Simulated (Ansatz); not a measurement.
Ansatz (a quantum-chemistry and plane-wave program) input file for In(Me)2(NH3) (C2H9InN), SMILES [In](<-[NH3])([CH3])[CH3] (connectivity only; charge and spin as stated), neutral, multiplicity 2, PBE-D3(BJ)/def2-SVP. 

Ansatz 0.2 input:
```yaml
crystal:
  periodic: [false, false, false]
  atoms:
    - {symbol: In, position_ang: [0.35617261, 0.25594828, -0.00000000]}
    - {symbol: C, position_ang: [-0.79049663, 0.57006482, 1.90478043]}
    - {symbol: H, position_ang: [-0.36121849, -0.01501044, 2.73261124]}
    - {symbol: H, position_ang: [-0.77121666, 1.63468464, 2.18489293]}
    - {symbol: H, position_ang: [-1.83961720, 0.26600598, 1.74799600]}
    - {symbol: C, position_ang: [-0.79049664, 0.57006478, -1.90478043]}
    - {symbol: H, position_ang: [-0.36121849, -0.01501050, -2.73261124]}
    - {symbol: H, position_ang: [-1.83961721, 0.26600595, -1.74799600]}
    - {symbol: H, position_ang: [-0.77121666, 1.63468460, -2.18489296]}
    - {symbol: N, position_ang: [-0.17403222, -2.20658956, 0.00000003]}
    - {symbol: H, position_ang: [-1.18829860, -2.33427297, 0.00000002]}
    - {symbol: H, position_ang: [0.19206525, -2.68660186, -0.82378272]}
    - {symbol: H, position_ang: [0.19206525, -2.68660183, 0.82378278]}
basis:
  gaussian:
    orbitals: def2-SVP
hamiltonian:
  xc: pbe
  dispersion: d3bj
magnetization: {spin_polarized: true, initial_magnetization: 1}
relax: {f_tol: 0.002, max_steps: 200}
```

It prints:

```
WARN ansatz: RAYON_NUM_THREADS=1 ignored (pool sized by the plan → 1); use --threads N
Functional definition: PBE
integrals: 0.06 GiB planned
1326 factors; their error is unknown
mean field: 0.41 GiB planned
mean field evaluation 1: about -8853.5067 eV, gradient 6.8e1 eV
mean field evaluation 2: about -8795.3196 eV, gradient 1.1e2 eV
mean field evaluation 4: about -8875.7810 eV, gradient 7.3e0 eV
mean field evaluation 8: about -8876.0351 eV, gradient 1.7e-1 eV
mean field evaluation 16: about -8876.0352 eV, gradient 1.0e-4 eV
mean field -8876.03520252 eV, -326.1882773000 hartree, gradient 1.5e-5 eV, S^2 0.751289; 0 other end points of the search recorded, 0 dependent functions left out
the calculation of the forces begins
reference -8876.03524869 eV, -326.1882789964 hartree; 25, 24 occupied and 88, 89 virtual orbitals, 1326 factors
relax step   1: F+E_penalty+E_count = -8876.26159584 eV  Δ(F+E_penalty+E_count) = +0.000e0 eV  max|allowed force component| = 3.418e-1 eV/Å  Δτ_max = 0.0000 Å  (33 SCF iters, accepted)
these checks for a lower state are left out or cut short: starts, cluster_reference, orbital_swaps, neighbouring_geometries, increment
integrals: 0.06 GiB planned
1326 factors; their error is unknown
mean field: 0.41 GiB planned
mean field -8876.04340388 eV, -326.1885786943 hartree, gradient 1.7e-5 eV, S^2 0.751283; 0 other end points of the search recorded, 0 dependent functions left out
the calculation of the forces begins
reference -8876.04345021 eV, -326.1885803969 hartree; 25, 24 occupied and 88, 89 virtual orbitals, 1326 factors
relax step   2: F+E_penalty+E_count = -8876.26940185 eV  Δ(F+E_penalty+E_count) = -7.806e-3 eV  max|allowed force component| = 1.162e-1 eV/Å  Δτ_max = 0.0159 Å  (32 SCF iters, accepted)
these checks for a lower state are left out or cut short: starts, cluster_reference, orbital_swaps, neighbouring_geometries, increment
integrals: 0.06 GiB planned
1326 factors; their error is unknown
mean field: 0.41 GiB planned
mean field evaluation 32: about -8876.0444 eV, gradient 5.9e-4 eV
mean field -8876.04438701 eV, -326.1886148238 hartree, gradient 1.8e-5 eV, S^2 0.751280; 0 other end points of the search recorded, 0 dependent functions left out
the calculation of the forces begins
reference -8876.04443334 eV, -326.1886165261 hartree; 25, 24 occupied and 88, 89 virtual orbitals, 1326 factors
relax step   3: F+E_penalty+E_count = -8876.26994369 eV  Δ(F+E_penalty+E_count) = -5.418e-4 eV  max|allowed force component| = 4.541e-2 eV/Å  Δτ_max = 0.0230 Å  (33 SCF iters, accepted)
these checks for a lower state are left out or cut short: starts, cluster_reference, orbital_swaps, neighbouring_geometries, increment
integrals: 0.06 GiB planned
1326 factors; their error is unknown
mean field: 0.41 GiB planned
mean field -8876.04485995 eV, -326.1886322039 hartree, gradient 2.1e-5 eV, S^2 0.751281; 0 other end points of the search recorded, 0 dependent functions left out
the calculation of the forces begins
reference -8876.04490637 eV, -326.1886339099 hartree; 25, 24 occupied and 88, 89 virtual orbitals, 1326 factors
relax step   4: F+E_penalty+E_count = -8876.27017320 eV  Δ(F+E_penalty+E_count) = -2.295e-4 eV  max|allowed force component| = 2.055e-2 eV/Å  Δτ_max = 0.0090 Å  (26 SCF iters, accepted)
these checks for a lower state are left out or cut short: starts, cluster_reference, orbital_swaps, neighbouring_geometries, increment
integrals: 0.06 GiB planned
1326 factors; their error is unknown
mean field: 0.41 GiB planned
mean field -8876.04480310 eV, -326.1886301148 hartree, gradient 1.9e-5 eV, S^2 0.751280; 0 other end points of the search recorded, 0 dependent functions left out
the calculation of the forces begins
reference -8876.04484949 eV, -326.1886318196 hartree; 25, 24 occupied and 88, 89 virtual orbitals, 1326 factors
relax step   5: F+E_penalty+E_count = -8876.27025071 eV  Δ(F+E_penalty+E_count) = -7.751e-5 eV  max|allowed force component| = 1.537e-2 eV/Å  Δτ_max = 0.0026 Å  (26 SCF iters, accepted)
these checks for a lower state are left out or cut short: starts, cluster_reference, orbital_swaps, neighbouring_geometries, increment
integrals: 0.06 GiB planned
1326 factors; their error is unknown
mean field: 0.41 GiB planned
mean field -8876.04486719 eV, -326.1886324698 hartree, gradient 1.2e-5 eV, S^2 0.751279; 0 other end points of the search recorded, 0 dependent functions left out
the calculation of the forces begins
reference -8876.04491359 eV, -326.1886341750 hartree; 25, 24 occupied and 88, 89 virtual orbitals, 1326 factors
relax step   6: F+E_penalty+E_count = -8876.27026754 eV  Δ(F+E_penalty+E_count) = -1.683e-5 eV  max|allowed force component| = 2.036e-3 eV/Å  Δτ_max = 0.0022 Å  (26 SCF iters, accepted)
these checks for a lower state are left out or cut short: starts, cluster_reference, orbital_swaps, neighbouring_geometries, increment
integrals: 0.06 GiB planned
1326 factors; their error is unknown
mean field: 0.41 GiB planned
mean field -8876.04486936 eV, -326.1886325498 hartree, gradient 6.2e-5 eV, S^2 0.751279; 0 other end points of the search recorded, 0 dependent functions left out
the calculation of the forces begins
reference -8876.04491576 eV, -326.1886342549 hartree; 25, 24 occupied and 88, 89 virtual orbitals, 1326 factors
relax step   7: F+E_penalty+E_count = -8876.27026869 eV  Δ(F+E_penalty+E_count) = -1.150e-6 eV  max|allowed force component| = 4.556e-4 eV/Å  Δτ_max = 0.0006 Å  (23 SCF iters, accepted)
integrals: 0.06 GiB planned
1326 factors; their error is unknown
mean field: 0.41 GiB planned
mean field evaluation 64: about -8853.7937 eV, gradient 6.7e1 eV
mean field -8876.04486936 eV, -326.1886325498 hartree, gradient 6.2e-5 eV, S^2 0.751279; 1 other end points of the search recorded, 0 dependent functions left out
the calculation of the forces begins
reference -8876.04491576 eV, -326.1886342549 hartree; 25, 24 occupied and 88, 89 virtual orbitals, 1326 factors
Total energy: -8876.27031509 eV, -326.1969175275 hartree
Atom 0 at     0.340814     0.241844    -0.000000 Å, force    -0.000392    -0.000061    -0.000000 eV/Å
Atom 1 at    -0.793656     0.573839     1.907511 Å, force     0.000411    -0.000061    -0.000043 eV/Å
Atom 2 at    -0.362840    -0.014398     2.741786 Å, force    -0.000141     0.000114    -0.000120 eV/Å
Atom 3 at    -0.758195     1.646945     2.182215 Å, force    -0.000031     0.000115    -0.000093 eV/Å
Atom 4 at    -1.854559     0.281111     1.757986 Å, force    -0.000079    -0.000027    -0.000036 eV/Å
Atom 5 at    -0.793656     0.573839    -1.907511 Å, force     0.000411    -0.000061     0.000043 eV/Å
Atom 6 at    -0.362840    -0.014398    -2.741786 Å, force    -0.000141     0.000114     0.000120 eV/Å
Atom 7 at    -1.854559     0.281111    -1.757986 Å, force    -0.000079    -0.000027     0.000036 eV/Å
Atom 8 at    -0.758195     1.646945    -2.182215 Å, force    -0.000031     0.000115     0.000093 eV/Å
Atom 9 at    -0.171223    -2.211748     0.000000 Å, force    -0.000072    -0.000456     0.000000 eV/Å
Atom 10 at    -1.189138    -2.366800     0.000000 Å, force     0.000033     0.000021    -0.000000 eV/Å
Atom 11 at     0.205461    -2.692459    -0.827525 Å, force     0.000055     0.000107     0.000024 eV/Å
Atom 12 at     0.205461    -2.692459     0.827525 Å, force     0.000055     0.000107    -0.000024 eV/Å
Dipole moment:    -0.193321    -0.919849    -0.000000 e Å
```

Self-consistency was reached.

Cost: around 30 core-seconds (rough).
